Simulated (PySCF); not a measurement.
A small calculation by hand: chemical shift, span and skew from a shielding tensor

N-methyl thienopyrroledione (C7H5NO2S), SMILES CN1C(=O)c2cscc2C1=O. Atoms are numbered in the order given.

```xyz
16

C     -3.1793     0.0077     0.0000
N     -1.7302     0.0024     0.0000
C     -0.9631    -0.0004     1.1834
O     -1.4213    -0.0089     2.3047
C      0.4478     0.0019     0.7120
C      1.7019     0.0011     1.2608
S      2.8948     0.0014     0.0000
C      1.7019     0.0011    -1.2608
C      0.4478     0.0019    -0.7120
C     -0.9631    -0.0004    -1.1834
O     -1.4213    -0.0089    -2.3047
H     -3.5288    -0.5065    -0.9045
H     -3.5288    -0.5065     0.9045
H     -3.5711     1.0375     0.0000
H      2.0002     0.0002     2.3077
H      2.0002     0.0002    -2.3077
```

Geometry: TPSSh-D3(BJ)/def2-SVP. The geometry has at least one imaginary mode, so it is a saddle point at that level.

GIAO shieldings from PBE/pcSseg-1 (PySCF), non-relativistic, no solvent. The symmetric part of the tensor of C3 has the principal values -68.3, 48.4, 70.0 ppm. The same nucleus in TMS has σ = 182.0 ppm at this level (PySCF, at its B3LYP-D3(BJ)/def2-TZVP geometry).

Question: Work out the isotropic shielding, the ¹³C shift against TMS, the span and the skew.

Answer: 
σ(iso) = (σ11 + σ22 + σ33)/3 = 16.7 ppm. δ = σ(ref) − σ(iso) = 182.0 − (16.7) = 165.3 ppm.
Span Ω = σ33 − σ11 = 138.3 ppm. Skew κ = 3(σ(iso) − σ22)/Ω = -0.69. Tumbling in solution averages the tensor to δ; in a static solid the shielding alone would spread this spin-1/2 line over Ω.
